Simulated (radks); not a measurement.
Results of a calculation; reference values are marked as such.
Problem. Coulomb parameter of the 4f shell of the gadolinium ion Gd2+ in the model configuration [Xe] 4f5 5d1 6p2, as a second difference U = [E(n + 1) + E(n - 1) - 2 E(n)] / (1)^2 with all orbitals relaxed. "Bare": the charge of the atom changes with n. "Screened": the 6p shell takes up the change at fixed total charge, which measures U(4f,4f) + U(6p,6p) - 2 U(4f,6p). Code: a radial shooting solver on a logarithmic mesh with Libxc functionals. Model: Dirac Kohn-Sham, PBE, spin-unpolarised, spherical densities, finite nucleus; open shells are shared between the two j in proportion to 2j + 1; Fermi nuclear charge, rms radius 5.1569 fm. Estimate both.

Solution. U(bare) = 19.807 eV, U(screened by 6p) = 10.699 eV.
